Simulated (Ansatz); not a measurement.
Job for Ansatz (a program for electronic structure): R-CCSD(T)/def2-SVP on HCl (SMILES Cl).

Ansatz 0.2 input:
```yaml
crystal:
  periodic: [false, false, false]
  atoms:
    - {symbol: Cl, position_ang: [-0.00000000, -0.00000000, 0.64100645]}
    - {symbol: H, position_ang: [0.00000000, 0.00000000, -0.64100645]}
basis:
  gaussian:
    orbitals: def2-SVP
magnetization: {spin_polarized: false}
correlation: {method: ccsd_t, electrons: outside_noble_gas}
scf: {lower_state_search: off}
```

### Question
Predict the final total energy.

### Answer
-460.1022 hartree (reference determinant -459.9382, T1 diagnostic 0.005).
